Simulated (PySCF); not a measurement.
## Frontier orbitals and the lowest excitations

Species: C4H11NOSi.
Structure used (GFN2-xTB), in Å, numbered top down from 1:
```xyz
18
C4H11NOSi angstrom
C     -2.1895    1.4657   -0.0088
C     -1.8269    0.2018    0.1506
C     -2.7959   -0.9289    0.3420
O     -0.5471   -0.2213    0.1625
Si     0.8557    0.5729   -0.0449
N      1.9581   -0.6873    0.2973
C      3.3794   -0.5102    0.1723
H     -3.2245    1.7505   -0.0075
H     -1.4610    2.2441   -0.1398
H     -3.8177   -0.5648    0.3674
H     -2.5723   -1.4469    1.2733
H     -2.6885   -1.6460   -0.4706
H      1.0668    1.6293    0.9474
H      0.9088    1.1434   -1.4009
H      1.6705   -1.6367    0.1134
H      3.9092   -1.1950    0.8378
H      3.7386   -0.6749   -0.8504
H      3.6274    0.5105    0.4531
```

Method: PySCF, TDDFT PBE0/def2-SVPD, vertical, gas phase, core orbitals frozen in the response.

Frontier orbitals with the atoms that hold most of them (Löwdin shares over 4%, at most four atoms; ? is withheld):

```
orbital  ε (eV)                            atoms
 HOMO-3   -9.36  O4 30%, Si5 19%, H14 17%, C2 8%
 HOMO-2   -9.23  O4 30%, Si5 19%, H13 19%, C2 7%
 HOMO-1   -6.88   N6 31%, C1 15%, C2 10%, Si5 9%
   HOMO       ?                                ?
   LUMO    0.41                                ?
 LUMO+1    0.70    Si5 25%, C3 11%, C2 9%, C1 8%
 LUMO+2    0.79     C2 31%, C1 26%, O4 8%, H9 7%
```

**Question.** Which atoms hold the HOMO, and with what shares?

**Answer.** N6 (bonded to C, Si and H) 27%; C1 (bonded to C and 2 H) 23%; C2 (bonded to 2 C and O) 16%; O4 (bonded to C and Si) 11%. By element: carbon 39% or more, nitrogen 27%, oxygen 11%.

**Question.** Give the leading atoms of the LUMO.

**Answer.** Si5 (bonded to N, O and 2 H) 22%; C7 (bonded to N and 3 H) 18%; H14 (bonded to Si) 9%; H13 (bonded to Si) 9%. By element: silicon 22%, hydrogen 18% or more, carbon 18% or more.

**Question.** What is the HOMO energy, and the HOMO–LUMO gap?

**Answer.** ε(HOMO) = -6.64 eV; the gap is 7.04 eV (0.2587 hartree).

**Question.** The HOMO–LUMO gap is 7.04 eV. Where does the response calculation put the lowest singlet, and from which orbitals?

**Answer.** S1 is at 5.75 eV (f = 0.0030), 1.29 eV below the gap, made of HOMO→LUMO (72%), HOMO-1→LUMO (25%). 

Next come S2 at 6.06 eV (f 0.0051), HOMO-1→LUMO (48%), HOMO→LUMO+1 (30%), HOMO→LUMO (17%); S3 at 6.24 eV (f 0.0002), HOMO→LUMO+1 (50%), HOMO-1→LUMO (19%), HOMO-1→LUMO+1 (14%); S4 at 6.46 eV (f 0.0037), HOMO-1→LUMO+1 (69%), HOMO→LUMO+1 (10%); S5 at 6.68 eV (f 0.056), HOMO→LUMO+2 (71%), HOMO-1→LUMO+2 (24%).

Löwdin shares depend on the basis, the more so with diffuse functions.

One conformer stands for the species.
